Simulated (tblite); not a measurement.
Compound: C5H10BrNSi.
Atom-mapped SMILES: `[CH3:1][CH:2]([CH3:3])[Si@@H:4]([Br:5])[CH2:6][C:7]#[N:8]` (hydrogens: H9, H10, H11 on C1; H12 on C2; H13, H14, H15 on C3; H16 on Si4; H17, H18 on C6)

Computed with GFN2-xTB (tblite), gas phase: L-BFGS steps from a force-field or distance-geometry start until the largest atomic force falls under 0.01 eV/Å.

Step 18: E = -667.9313 eV
```
atom  x, y, z in Å  |  force x, y, z in eV/Å
C1     -1.8196   -1.3267    0.0193    0.005   0.010   0.002
C2     -0.7964   -0.2281    0.3088   -0.005   0.001  -0.003
C3     -1.3237    1.1226   -0.1822    0.004  -0.008   0.002
Si4     0.9000   -0.6710   -0.4387    0.002   0.011   0.045
Br5     0.7571   -0.7632   -2.6616   -0.035   0.022  -0.022
C6      2.2212    0.6714   -0.0856    0.005   0.006  -0.011
C7      2.3875    0.8315    1.3238   -0.023  -0.017  -0.016
N8      2.4795    0.9220    2.4603    0.002   0.011  -0.001
H9     -1.4687   -2.2953    0.3713   -0.003   0.014  -0.004
H10    -2.0132   -1.3989   -1.0502    0.009  -0.009   0.014
H11    -2.7621   -1.1064    0.5180    0.007   0.002  -0.014
H12    -0.6692   -0.1615    1.3960    0.012  -0.012  -0.017
H13    -2.2715    1.3492    0.3040    0.006  -0.004  -0.019
H14    -1.4940    1.1059   -1.2583    0.019   0.002   0.011
H15    -0.6310    1.9303    0.0498   -0.002  -0.013   0.003
H16     1.3843   -1.9869   -0.0367    0.005  -0.004   0.018
H17     1.9344    1.6296   -0.5237   -0.018   0.011   0.005
H18     3.1767    0.3819   -0.5260    0.008  -0.021   0.006
```

Step 19: E = -667.9316 eV
```
atom  x, y, z in Å  |  force x, y, z in eV/Å
C1     -1.8196   -1.3265    0.0195    0.008   0.008   0.002
C2     -0.7963   -0.2282    0.3100    0.005  -0.005   0.004
C3     -1.3228    1.1225   -0.1819   -0.001  -0.008   0.001
Si4     0.9008   -0.6707   -0.4380   -0.025   0.016   0.051
Br5     0.7532   -0.7603   -2.6601   -0.033   0.020  -0.029
C6      2.2214    0.6719   -0.0862    0.005   0.003  -0.004
C7      2.3876    0.8319    1.3234   -0.028  -0.019  -0.057
N8      2.4779    0.9216    2.4599    0.008   0.015   0.033
H9     -1.4692   -2.2955    0.3710   -0.002   0.015   0.003
H10    -2.0108   -1.3994   -1.0506    0.002  -0.002   0.017
H11    -2.7629   -1.1062    0.5173    0.017   0.000  -0.022
H12    -0.6684   -0.1626    1.3976    0.005  -0.008  -0.029
H13    -2.2720    1.3494    0.3023    0.018  -0.007  -0.025
H14    -1.4905    1.1043   -1.2587    0.015   0.005   0.018
H15    -0.6305    1.9306    0.0502   -0.005  -0.017   0.006
H16     1.3845   -1.9861   -0.0362    0.010  -0.014   0.018
H17     1.9326    1.6297   -0.5246   -0.003   0.004   0.007
H18     3.1764    0.3798   -0.5266    0.004  -0.004   0.006
```

Step 20: E = -667.9319 eV
```
atom  x, y, z in Å  |  force x, y, z in eV/Å
C1     -1.8194   -1.3261    0.0197    0.010   0.003   0.001
C2     -0.7961   -0.2282    0.3117    0.015  -0.010   0.008
C3     -1.3216    1.1221   -0.1816   -0.003  -0.006  -0.002
Si4     0.9012   -0.6700   -0.4361   -0.040   0.011   0.033
Br5     0.7477   -0.7563   -2.6587   -0.029   0.016  -0.022
C6      2.2217    0.6726   -0.0872    0.001  -0.004   0.003
C7      2.3872    0.8322    1.3226   -0.028  -0.017  -0.074
N8      2.4757    0.9213    2.4591    0.011   0.016   0.049
H9     -1.4699   -2.2954    0.3707    0.001   0.011   0.013
H10    -2.0077   -1.4000   -1.0507   -0.006   0.005   0.013
H11    -2.7636   -1.1060    0.5160    0.020   0.000  -0.026
H12    -0.6675   -0.1640    1.3993   -0.004  -0.002  -0.029
H13    -2.2723    1.3495    0.2995    0.021  -0.008  -0.025
H14    -1.4857    1.1024   -1.2588    0.009   0.008   0.017
H15    -0.6300    1.9308    0.0508   -0.004  -0.017   0.012
H16     1.3851   -1.9855   -0.0354    0.013  -0.019   0.018
H17     1.9305    1.6299   -0.5256    0.016  -0.004   0.007
H18     3.1761    0.3771   -0.5272   -0.002   0.016   0.005
```

Step 21: E = -667.9322 eV
```
atom  x, y, z in Å  |  force x, y, z in eV/Å
C1     -1.8190   -1.3258    0.0199    0.010  -0.004  -0.001
C2     -0.7960   -0.2284    0.3133    0.016  -0.010   0.005
C3     -1.3204    1.1216   -0.1812    0.000  -0.004  -0.003
Si4     0.9009   -0.6694   -0.4338   -0.033  -0.004   0.000
Br5     0.7423   -0.7524   -2.6577   -0.024   0.013  -0.005
C6      2.2219    0.6731   -0.0881   -0.007  -0.011   0.006
C7      2.3866    0.8324    1.3216   -0.023  -0.011  -0.050
N8      2.4739    0.9211    2.4584    0.010   0.015   0.035
H9     -1.4704   -2.2951    0.3708    0.005   0.003   0.022
H10    -2.0050   -1.4004   -1.0505   -0.010   0.010   0.004
H11    -2.7639   -1.1058    0.5144    0.015   0.003  -0.023
H12    -0.6669   -0.1652    1.4005   -0.011   0.005  -0.016
H13    -2.2723    1.3495    0.2966    0.014  -0.008  -0.018
H14    -1.4814    1.1008   -1.2587    0.004   0.009   0.007
H15    -0.6297    1.9306    0.0516    0.000  -0.014   0.017
H16     1.3858   -1.9852   -0.0345    0.011  -0.014   0.015
H17     1.9290    1.6299   -0.5264    0.029  -0.008   0.004
H18     3.1758    0.3751   -0.5276   -0.005   0.028   0.003
```

Q: Estimate the geometry and energy of step 22. (The exact step hangs on the optimiser's Hessian estimate; all steps are aligned on step 21, rigid shifts and turns removed.)

A: E = -667.9324 eV, largest force 0.034 eV/Å
```
atom  x, y, z in Å  |  force x, y, z in eV/Å
C1     -1.8184   -1.3256    0.0200    0.008  -0.009  -0.003
C2     -0.7958   -0.2287    0.3143    0.009  -0.007  -0.001
C3     -1.3195    1.1211   -0.1811    0.005  -0.003  -0.004
Si4     0.9001   -0.6692   -0.4322   -0.011  -0.018  -0.027
Br5     0.7382   -0.7496   -2.6572   -0.022   0.011   0.010
C6      2.2219    0.6732   -0.0887   -0.013  -0.015   0.004
C7      2.3858    0.8324    1.3207   -0.014  -0.005  -0.007
N8      2.4727    0.9212    2.4577    0.007   0.013   0.005
H9     -1.4707   -2.2949    0.3712    0.008  -0.004   0.025
H10    -2.0034   -1.4004   -1.0504   -0.010   0.010  -0.005
H11    -2.7638   -1.1056    0.5129    0.006   0.006  -0.016
H12    -0.6667   -0.1660    1.4010   -0.015   0.008   0.001
H13    -2.2720    1.3493    0.2943    0.002  -0.007  -0.009
H14    -1.4784    1.0999   -1.2585    0.002   0.009  -0.005
H15    -0.6295    1.9302    0.0525    0.006  -0.008   0.020
H16     1.3865   -1.9852   -0.0337    0.006  -0.006   0.010
H17     1.9285    1.6299   -0.5269    0.032  -0.007   0.000
H18     3.1755    0.3743   -0.5278   -0.005   0.031   0.000
```

The energy changes by -0.0002 eV. The first-order estimate −F·Δx gives -0.0003 eV and the mean of the old and new forces, exact on a quadratic surface, -0.0002 eV. The step makes an angle of 72° with the force vector and moves no atom by more than 0.005 Å.

The cost below is that of the whole relaxation. Time: 0.42 s. Hardware: Arm Neoverse V2, one thread, no GPU, shared host with 192 logical CPUs at a one-minute load of 97.
